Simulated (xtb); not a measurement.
SbCl3, SMILES [Cl][Sb]([Cl])[Cl]. All values are semi-empirical tight-binding results from xtb (GFN2-xTB unless named), good for trends rather than for accurate numbers. The structure is a stationary point at GFN2-xTB. The isomer is the one that the SMILES or the coordinates give; other isomers of the formula were not compared.

For metal compounds this method's bond lengths and energies can be far off.

Problem. Estimate the properties. (Estimate from the structure and the level; the computed values follow.)

Solution. 
```
Property                                        Value
-------------------------------------  --------------
point group as xtb finds it                       C3v
orbital gap                                   4.38 eV
zero-point energy                        1.8 kcal/mol
G − E(el) at 298.15 K (modified RRHO)  -18.4 kcal/mol
```
